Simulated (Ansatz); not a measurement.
Mulliken charges of `O[SiH2]OP` from B3LYP/def2-TZVPP in Ansatz (PBE0-D4/def2-TZVP geometry).

```csv
atom,x (Å),y (Å),z (Å),charge (e)
O1,-0.308,1.144,-1.643,-0.388
Si2,0.818,0.562,-0.606,0.600
O3,0.302,-0.778,0.202,-0.409
P4,-0.942,-0.835,1.278,0.136
H5,-0.999,1.707,-1.291,0.189
H6,1.171,1.605,0.391,-0.101
H7,1.964,0.123,-1.421,-0.075
H8,-0.306,-1.591,2.303,0.023
H9,-1.612,-1.984,0.771,0.025
```

Problem. By hand: the dipole of these point charges (1 e Å = 4.8032 D).

Solution. Σ q r = (-0.143, 0.163, 0.260) e Å, of length 0.339 e Å = 1.63 D.

Problem. How does the dipole of the full density compare? (Estimate.)

Solution. The calculation gave: (-0.153, 0.120, 0.193) e Å, 1.32 D; the point charges give 1.23 times that, at 9° from its direction.

Point charges leave out the atoms' own dipoles, such as those of lone pairs, and Mulliken's split depends on the basis, so the two needn't agree.

B3LYP here is the variant with VWN-RPA as its local correlation; programs differ in this.
